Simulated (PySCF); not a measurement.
How methods differ on the excitation energy of Zn²⁺

Zn²⁺ [Ar] 3d10 (1S) → Zn²⁺ [Ar] 3d9 4p1 (high-spin determinant), as a difference of total energies. Computed with PySCF 2.14 in aug-cc-pwCVDZ-PP with ECP10MDF (6s6p5d3f, 70 functions), with scalar relativity through the core potential. Correlated levels: valence: 3s2 3p6 frozen; valence and next inner shell: nothing frozen outside the core potential. The calculations carry no spin-orbit coupling.

```json
{"method": "UHF", "excitation energy (cm⁻¹)": "123590"}
{"method": "LDA", "excitation energy (cm⁻¹)": "140190"}
{"method": "PBE", "excitation energy (cm⁻¹)": "135210"}
{"method": "PBE0", "excitation energy (cm⁻¹)": "134350"}
{"method": "r2SCAN", "excitation energy (cm⁻¹)": "131600"}
{"method": "PW91", "excitation energy (cm⁻¹)": "135230"}
{"method": "B97-3", "excitation energy (cm⁻¹)": "135700"}
{"method": "M06", "excitation energy (cm⁻¹)": "140280"}
{"method": "wB97M-V", "excitation energy (cm⁻¹)": "134560"}
{"method": "MP2 (valence)", "excitation energy (cm⁻¹)": "143470"}
{"method": "SCS-MP2 (valence)", "excitation energy (cm⁻¹)": "141640"}
{"method": "MP2 (valence and next inner shell)", "excitation energy (cm⁻¹)": "145840"}
{"method": "SCS-MP2 (valence and next inner shell)", "excitation energy (cm⁻¹)": "143450"}
```

The determinant of the upper state mixes LS terms, which raises its energy above the lowest term, most at the Hartree-Fock and MP2 levels.
